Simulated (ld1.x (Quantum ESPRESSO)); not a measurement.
# tungsten PAW: all-electron and pseudo phase curves

* Element: W
* Generator: ld1.x (Quantum ESPRESSO) 7.5
* Type: PAW
* Functional: LDA (PZ)
* Relativity: fully relativistic
* Frozen core: [Kr] 4d10 4f14
* Valence charge: 14
* Reference configuration: 5s2 5p6 5d4 6s2 6p0
* Partial waves: 5s (bound): rcut 1.35, rcutus 1.55 bohr; 6s (bound): rcut 1.35, rcutus 1.55 bohr; 5p (bound): rcut 1.70, rcutus 2.30 bohr; 6p (bound, empty): rcut 1.70, rcutus 2.30 bohr; 5d (bound): rcut 2.40, rcutus 2.60 bohr; 5d channel at 0.65 Ry: rcut 2.40, rcutus 2.60 bohr
* Local potential: all-electron potential smoothed inside 1.50 bohr (lloc = -1)
* Core correction: a·sin(br)/r model core inside 1.55 bohr
* Augmentation charge: BESSEL, radius 1.50 bohr

Open shells are filled in proportion to 2j + 1 (rel_dist='average').

The phase is arctan(r·u′/u) with u = r·R(r), unwrapped; energies in Ry, scanned from -8 to 5 Ry. A pole is an energy at which the radial function vanishes at the test radius. The pseudo phase is shifted by a multiple of π to meet the all-electron one at the reference energy, and phase errors are pseudo minus all-electron; the curves can meet again beyond the range given. Levels narrower than the energy grid can be missing from the lists of poles.

Problem. For each channel, where are the poles, and over which energies does the pseudopotential scatter like the atom?

Solution.

| channel | radius (bohr) | reference energy (Ry) | poles, all-electron | poles, pseudo | unbroken range about the reference energy with phases within 0.05 rad | phase error 1 Ry above the reference energy (rad) |
| --- | --- | --- | --- | --- | --- | --- |
| p1/2 | 2.86 | -0.14 | -3.68, 2.48 | -3.68, -3.46, 2.13 | -3.3 to 2.6 | -0.029 |
| p3/2 | 2.86 | -0.10 | -2.93, 2.99 | -2.93, 2.56 | -4.1 to 2.9 | -0.035 |
| d3/2 | 2.86 | -0.38 | 0.03 | -6.41, 0.02, 2.45 | -5.7 to 1.4 | -0.000 |
| d5/2 | 2.86 | -0.32 | 0.12 | 0.12, 2.30 | below 1.5 | -0.000 |

The ghost test of this file was not conclusive.

Phases in the d3/2 channel:

```csv
E (Ry),all-electron,pseudo
-8.00,1.446,4.603
-7.76,1.444,4.604
-7.52,1.442,4.607
-7.28,1.440,4.613
-7.04,1.438,4.625
-6.80,1.436,4.656
-6.56,1.433,1.671
-6.32,1.430,1.173
-6.08,1.427,1.338
-5.84,1.425,1.368
-5.60,1.421,1.380
-5.36,1.418,1.384
-5.12,1.414,1.385
-4.88,1.410,1.385
-4.64,1.406,1.383
-4.40,1.401,1.380
-4.16,1.396,1.376
-3.92,1.390,1.372
-3.68,1.384,1.366
-3.44,1.377,1.360
-3.20,1.369,1.353
-2.96,1.360,1.344
-2.72,1.349,1.334
-2.48,1.337,1.322
-2.24,1.322,1.308
-2.00,1.303,1.289
-1.76,1.278,1.265
-1.52,1.244,1.231
-1.28,1.193,1.180
-1.04,1.103,1.089
-0.80,0.890,0.876
-0.56,0.060,0.050
-0.32,-1.180,-1.181
-0.08,-1.505,-1.507
0.16,-1.631,-1.633
0.40,-1.708,-1.708
0.64,-1.768,-1.768
0.88,-1.828,-1.829
1.12,-1.895,-1.905
1.36,-1.982,-2.027
1.60,-2.109,-2.312
1.84,-2.320,-3.365
2.08,-2.705,-4.364
2.32,-3.311,-4.637
2.56,-3.853,-4.759
2.80,-4.161,-4.838
3.04,-4.332,-4.902
3.28,-4.436,-4.964
3.52,-4.505,-5.031
3.76,-4.555,-5.109
4.00,-4.593,-5.209
4.24,-4.624,-5.345
4.48,-4.649,-5.540
4.72,-4.671,-5.824
4.96,-4.690,-6.201
```
